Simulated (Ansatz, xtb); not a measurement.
Bonds broken one at a time in the series B Br-H. All species are isolated molecules in the gas phase. Strings in code marks are SMILES.

Quantity: homolytic bond dissociation enthalpy at 298 K (no spin–orbit term), in eV. Thermal and zero-point terms are GFN2-xTB rigid-rotor harmonic values (xtb).

A: B–Br bond of `BBr`, giving `[BH2]` and `[Br]`
B: Br–B bond of `BrBBr`, giving `[BH]Br` and `[Br]`
C: Br–B bond of `BrB(Br)Br`, giving `Br[B]Br` and `[Br]`

Q: Order them by homolytic bond dissociation enthalpy at 298 K (no spin–orbit term) (lowest first) at the level frozen-core CCSD(T)/cc-pVTZ // B3LYP-D3(BJ)/def2-TZVP (Ansatz, an electronic-structure program).

A: C (4.37 eV), B (4.56 eV), A (4.72 eV)
